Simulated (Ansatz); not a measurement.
`O[SiH2]OC[SiH3]` + `NCC(F)F` → `O[SiH2]C(F)F` + `NCOC[SiH3]`  (formal exchange of groups at the Si–O bond)

Program: Ansatz. Geometries: PBE0-D4/def2-TZVP. ΔE: electronic, gas phase. CCSD(T)/CBS is the MP2 limit (def2-TZVPP, def2-QZVPP) plus CCSD(T) − MP2 in def2-TZVPP, frozen cores. DFT in def2-TZVPP. Each species was taken in one conformer, which may not be the lowest.

(1) Is it downhill or uphill in electronic energy at CCSD(T)/CBS, and by how much? (Estimate.)

(2) What do these levels give: r2SCAN-D4, B2PLYP, PBE, SCS-MP2/def2-TZVPP, HF/CBS(def2), CCSD/CBS(def2)? (An estimate is asked.)

Largest T1 diagnostic among the species: 0.012.

Results:

(1) The calculation gave: Uphill: ΔE = +175.4 kJ/mol.

(2) Ansatz gave: r2SCAN-D4 171.2, B2PLYP 172.0, PBE 155.0, SCS-MP2/def2-TZVPP 178.0, HF/CBS(def2) 186.2, CCSD/CBS(def2) 177.6 kJ/mol.

In def2-TZVPP, CCSD(T) changes the Hartree–Fock value by −10.3 kJ/mol (the triples alone add −2.2 kJ/mol) and MP2 by −4.9 kJ/mol. From PBE to PBE0 (25 % exact exchange), in def2-TZVPP and without D4, ΔE moves by +10.3 kJ/mol.
